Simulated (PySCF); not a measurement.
GeH5N, SMILES [NH2][GeH3].

Geometry optimised at PBE0-D3(BJ)/def2-TZVP.

Level of theory: ωB97X/def2-TZVPD (PySCF).

Symmetry labels are those of the subgroup Cs that the program uses (full group Cs).

Task: List the valence orbital energies around the gap with their symmetry. (An estimate is asked for; the answer gives what the named calculation found.)

Result: 
```json
[
 {"orbital": "HOMO−7", "symmetry": "A\"", "energy (eV)": "-35.87"},
 {"orbital": "HOMO−6", "symmetry": "A'", "energy (eV)": "-26.29"},
 {"orbital": "HOMO−5", "symmetry": "A'", "energy (eV)": "-18.33"},
 {"orbital": "HOMO−4", "symmetry": "A\"", "energy (eV)": "-16.01"},
 {"orbital": "HOMO−3", "symmetry": "A'", "energy (eV)": "-13.29"},
 {"orbital": "HOMO−2", "symmetry": "A'", "energy (eV)": "-12.16"},
 {"orbital": "HOMO−1", "symmetry": "A\"", "energy (eV)": "-11.95"},
 {"orbital": "HOMO", "symmetry": "A'", "energy (eV)": "-9.83"},
 {"orbital": "LUMO", "symmetry": "A'", "energy (eV)": "1.79"},
 {"orbital": "LUMO+1", "symmetry": "A'", "energy (eV)": "2.28"},
 {"orbital": "LUMO+2", "symmetry": "A\"", "energy (eV)": "3.12"},
 {"orbital": "LUMO+3", "symmetry": "A'", "energy (eV)": "3.31"}
]
```
